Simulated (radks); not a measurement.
Results of a calculation; reference values are marked as such.
Se2+, 32 electrons, occupied as [Ar] 3d10 4s2 4p2 (the NIST ground configuration). Level of theory: Dirac Kohn-Sham, BLYP, spin-unpolarised, spherical densities, finite nucleus; open shells fill j = l - 1/2 first; Fermi nuclear charge, rms radius 4.14 fm (a radial shooting solver on a logarithmic mesh with Libxc functionals).

Normalised radial functions P(r) = r R(r) (large component), r in bohr:

```
   r/bohr * 3s1/2, o 4s1/2 (the largest magnitude, 1.47, reaches the edge; | marks zero, & curves that meet)
 0.003501                             |o *
 0.004043                             |o *
 0.004669                             |o  *
 0.005393                             |o  *
 0.006228                             | o  *
 0.007192                             | o  *
 0.008306                             | o   *
 0.009593                             | o   *
  0.01108                             | o    *
  0.01279                             |  o   *
   0.0149                             |  o    *
   0.0172                             |  o    *
  0.01987                             |  o     *
  0.02294                             |  o     *
   0.0265                             |  o    *
   0.0306                             |  o    *
  0.03534                             | o    *
  0.04081                             | o  *
  0.04714                             |o *
  0.05444                             o*
  0.06287                           *o|
   0.0726                        *  o |
  0.08385                     *    o  |
  0.09684                  *      o   |
   0.1118               *        o    |
   0.1292              *         o    |
   0.1492               *        o    |
   0.1723                 *       o   |
   0.1989                     *     o |
   0.2298                           * o
   0.2653                             | o  *
   0.3064                             |    o       *
   0.3539                             |      o           *
   0.4087                             |       o               *
    0.472                             |       o                  *
   0.5451                             |     o                    *
   0.6296                             |  o                    *
   0.7271                            o|                   *
   0.8397                       o     |              *
   0.9697                   o         |         *
     1.12                o            |     *
    1.293              o              |   *
    1.506             o               | *
    1.739              o              |*
    2.008                o            *
    2.319                   o         *
    2.679                      o      *
    3.093                        o    *
    3.573                          o  *
    4.126                            o*
    4.765                            o*
    5.503                             &
    6.355                             &
     7.34                             &
    8.476                             &
    9.789                             &
    11.31                             &
    13.06                             &
```

3s1/2: eigenvalue -235.59 eV, 2 radial nodes at r = 0.0568, 0.239 bohr, <r> = 0.574 bohr, 90 % of the charge inside 0.856 bohr. 4s1/2: eigenvalue -37.443 eV, 3 radial nodes at r = 0.0566, 0.232, 0.699 bohr, <r> = 1.69 bohr, 90 % of the charge inside 2.49 bohr.
